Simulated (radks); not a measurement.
Results of a calculation; reference values are marked as such.
The table gives one normalised radial function P(r) = r R(r) of Au72+ in [He] 2s2 2p3 (r in bohr). Code: a radial shooting solver on a logarithmic mesh with Libxc functionals. Model: scalar-relativistic Kohn-Sham, LDA (Slater exchange, Perdew-Wang correlation), spin-unpolarised, spherical densities, point nucleus.

r	P
0.001499	0.0462
0.002048	0.0773
0.00282	0.1307
0.003883	0.2197
0.005348	0.3658
0.007364	0.5998
0.01014	0.9600
0.01397	1.4826
0.01923	2.1747
0.02649	2.9657
0.03648	3.6530
0.05023	3.9082
0.06917	3.4426
0.09526	2.3205
0.1312	1.0818
0.1807	0.3034
0.2488	0.0423
0.3426	0.0022
0.4718	0.0000

Which n and l does it have? It may be an empty orbital.

Answer. n = 2, l = 1: the number of nodes gives n - l - 1 = 0, the rise at small r (about r^(l+1), flatter next to the nucleus through relativity) gives l, and the extent must fit the shell. The curve is that of 2p. 2p: eigenvalue -19540.2 eV, 0 radial nodes, <r> = 0.0620 bohr, 90 % of the charge inside 0.100 bohr.
